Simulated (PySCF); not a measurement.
Species: C5H7ClSSi.
Bonds: C1–C2, C2–C3 (aromatic), C3–C4 (aromatic), C4–C5 (aromatic), C5–Si6, Si6–Cl7, C5–S8 (aromatic), C2–S8 (aromatic). Hydrogens: H9, H10, H11 on C1; H12 on C3; H13 on C4; H14, H15 on Si6.

NICS is the negative of the GIAO shielding at a point without a nucleus: at the ring centre (0) and 1 Å above and below it (1); zz is the component along the ring normal. Level: GIAO PBE0/pcSseg-1 (PySCF, non-relativistic, gas phase) on the GFN2-xTB geometry, one conformer.

Ring bond lengths (Å), with Mayer bond orders in brackets: C2–C3 1.361 (1.55), C3–C4 1.410 (1.28), C4–C5 1.365 (1.59), C5–S8 1.741 (1.12), S8–C2 1.734 (1.18).

**Question.** What do the NICS probes read (ppm)?

**Answer.** 
```
          ring                                               type  NICS(0)  NICS(1), two faces  NICS(1)zz, two faces  rms pucker (Å)  centre to ring atoms, mean (Å)
C2–C3–C4–C5–S8  5-membered ring with S; formal bonds all aromatic    -11.0       -10.5 / -10.6         -24.0 / -24.2            0.00                            1.29
```

**Question.** What can be read from them?

**Answer.** 
- C2–C3–C4–C5–S8: mean NICS(1)zz -24.1 ppm, shielded. For a flat ring without four-coordinate atoms the NICS criterion counts such a value as aromatic.

**Question.** What does the geometric index give? HOMA takes Krygowski's 1993 parameters.

**Answer.** 
- C2–C3–C4–C5–S8: HOMA 0.77; the largest term is that of C5–S8, α(R − Ropt)² = 0.38. The geometric and the magnetic index point the same way.

**Question.** At the first NICS(1) probe listed for ring C2–C3–C4–C5–S8, 1 Å off the ring, what do the in-plane components average?

**Answer.** The isotropic value is a third of the trace: (3 × -10.5 − (-24.0))/2 = -3.8 ppm.

**Question.** Give the inner angles of the rings and the Hirshfeld charges of the ring atoms.

**Answer.** 
- C2–C3–C4–C5–S8: C2 110.8° (-0.011 e), C3 113.2° (-0.080 e), C4 113.9° (-0.069 e), C5 110.1° (-0.143 e), S8 92.0° (+0.094 e); sum 540.0° against 540° for a flat convex ring.

The values belong to the conformer `[CH3:1][c:2]1[cH:3][cH:4][c:5]([SiH2:6][Cl:7])[s:8]1`: C4–C5–Si6–Cl7 1°.
